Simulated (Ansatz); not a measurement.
`[SH][Cd][Cl]` + CH₃OH → `C[O][Cd][Cl]` + H₂S at 700 K and 1 bar (ligand exchange at a Cd–S bond).

Isolated molecules relaxed with PBE0-D4/def2-TZVP in Ansatz; ΔE leaves out vibrations. CCSD(T)/CBS is the MP2 limit (def2-TZVPP, def2-QZVPP) plus CCSD(T) − MP2 in def2-TZVPP, frozen cores. This one scheme is used for every species. Elements past krypton have def2 core potentials. For Cd outer-core shells are correlated without core-valence functions, which leaves a few kJ/mol of doubt a bond. One conformer a species, not always the lowest.

```csv
species,CCSD(T)/CBS energy (Eh),H − E (kJ/mol),S (J/(mol·K))
`[SH][Cd][Cl]`,-1025.94547,70.1,376.0
CH₃OH,-115.61712,170.8,288.5
`C[O][Cd][Cl]`,-742.55216,167.9,422.8
H₂S,-398.97279,64.8,236.9
```

H − E and S are ideal-gas, rigid-rotor, harmonic terms from PBE0-D4/def2-TZVP, for one conformer and one mirror image of each species. 1 Eh = 2625.50 kJ/mol, R = 8.31446 J/(mol·K).

Problem. By hand: ΔE, ΔH, ΔS and ΔG.

Solution. ΔE = (-742.55216) + (-398.97279) − (-1025.94547) − (-115.61712) = 0.03764 Eh = 98.8 kJ/mol. Δ(H − E) = 167.9 + 64.8 − 70.1 − 170.8 = -8.2, so ΔH = 90.6 kJ/mol. ΔS = 422.8 + 236.9 − 376.0 − 288.5 = -4.8 J/(mol·K). ΔG = 90.6 − 700 × (-4.8)/1000 = 94.0 kJ/mol.

Problem. By hand: the equilibrium constant, and the temperature at which ΔG would vanish if ΔH and ΔS stayed fixed.

Solution. log₁₀ K = −ΔG/(RT ln 10) = -7.0. ΔH and −TΔS have one sign here, so there is no such temperature. One of them is within its doubt of zero, so this could turn.

The number of gas molecules stays the same, so ΔS is small and ΔH decides. A doubt of 5 kJ/mol in ΔE shifts log₁₀ K by 0.4 here. Other conformers and mirror images would add mixing entropy, several J/(mol·K) or more a flexible species. These are equilibria of isolated gas molecules and say nothing of rates. Largest T1 diagnostic: 0.016 (customary marks: 0.02 for closed shells, 0.045 for open ones).
